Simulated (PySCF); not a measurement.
A GIAO shielding run with PySCF (density fitting, non-relativistic, gas phase) on `C=CCN(C=C)NC`, C$_{6}$H$_{12}$N$_{2}$:

```
$ OMP_NUM_THREADS=1 python probes_run.py task.json out

{"job": {"kind": "nmr", "xc": "PBE0", "basis": "pcSseg-1"}, "charge": 0, "multiplicity": 1}
C     -2.741226    -1.690413    -0.134626
C     -1.606993    -1.314812     0.424749
C     -0.278736    -1.312778    -0.275186
N      0.378478    -0.018857    -0.222166
C     -0.185690     1.036763    -0.897882
C      0.045323     2.331905    -0.695677
N      1.096530     0.199789     0.967681
C      2.519264     0.373041     0.722081
H     -3.678383    -1.667750     0.395469
H     -2.777988    -2.052020    -1.150043
H     -1.582196    -0.951167     1.443268
H      0.395383    -2.023956     0.210891
H     -0.401339    -1.601607    -1.322611
H     -0.858654     0.719809    -1.682608
H      0.705763     2.705898     0.067846
H     -0.423202     3.070452    -1.317783
H      0.721597     1.012479     1.456706
H      2.895480    -0.535656     0.253856
H      3.015296     0.506780     1.681401
H      2.756145     1.222780     0.071596
```

Hardware: 1 thread of an Arm Neoverse V2, shared host. The job also computes population analyses, field gradients.

Task: How large is the calculation?

Result: 62 electrons, 196 basis functions and 1002 auxiliary functions.

Task: How long does it take, and how much memory does it need?

Result: 32 s of wall time, with 14 SCF cycles and 5 response iterations; peak memory 0.86 GiB. Times on a shared host scatter by some tens of per cent.
